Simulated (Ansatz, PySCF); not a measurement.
Gas-phase reaction in SMILES: C#CB(C)C + 6 [H][H] (H2) -> B (BH3) + 4 C (CH4)
Geometries: B3LYP-D3(BJ)/def2-TZVP minima from Ansatz (a first-principles code).

Wanted: energy of full hydrogenation (enthalpy at 298 K, with B3LYP-D3(BJ) rigid-rotor harmonic-oscillator terms from PySCF), in kcal/mol. Valence correlation only, unless marked. No spin-orbit coupling. No relativistic terms. Basis-set limits of correlation are two-point, X^-3; Hartree-Fock from the larger set.

```json
[
 {"level": "BLYP/def2-TZVPD", "program": "Ansatz", "energy of full hydrogenation (kcal/mol)": "-75.1"},
 {"level": "revPBE-D4/def2-TZVPD", "program": "Ansatz + dftd4", "energy of full hydrogenation (kcal/mol)": "-71.5"},
 {"level": "r2SCAN/def2-TZVPD", "program": "Ansatz", "energy of full hydrogenation (kcal/mol)": "-81.1"},
 {"level": "PBE0/STO-3G", "program": "Ansatz", "energy of full hydrogenation (kcal/mol)": "-119.2"},
 {"level": "PBE0/6-31G*", "program": "Ansatz", "energy of full hydrogenation (kcal/mol)": "…"},
 {"level": "PBE0-D3(BJ)/def2-TZVPD", "program": "Ansatz + dftd3", "energy of full hydrogenation (kcal/mol)": "…"},
 {"level": "BHLYP-D3(BJ)/def2-TZVPD", "program": "Ansatz + dftd3", "energy of full hydrogenation (kcal/mol)": "…"},
 {"level": "wB97X/def2-TZVPD", "program": "Ansatz", "energy of full hydrogenation (kcal/mol)": "…"},
 {"level": "B2GP-PLYP-D4/def2-TZVPD", "program": "Ansatz + dftd4", "energy of full hydrogenation (kcal/mol)": "-80.6"},
 {"level": "B2PLYP/def2-TZVPD", "program": "Ansatz", "energy of full hydrogenation (kcal/mol)": "-80.7"},
 {"level": "CCSD/6-31G*", "program": "Ansatz", "energy of full hydrogenation (kcal/mol)": "-79.3"},
 {"level": "CCSD(T)/CBS(cc-pVTZ,cc-pVQZ)", "program": "Ansatz", "energy of full hydrogenation (kcal/mol)": "-80.8"}
]
```

### Question
Fill in the missing entries.

### Answer

- PBE0/6-31G*, energy of full hydrogenation (kcal/mol): -100.7
- PBE0-D3(BJ)/def2-TZVPD, energy of full hydrogenation (kcal/mol): -88.3
- BHLYP-D3(BJ)/def2-TZVPD, energy of full hydrogenation (kcal/mol): -91.9
- wB97X/def2-TZVPD, energy of full hydrogenation (kcal/mol): -92.8
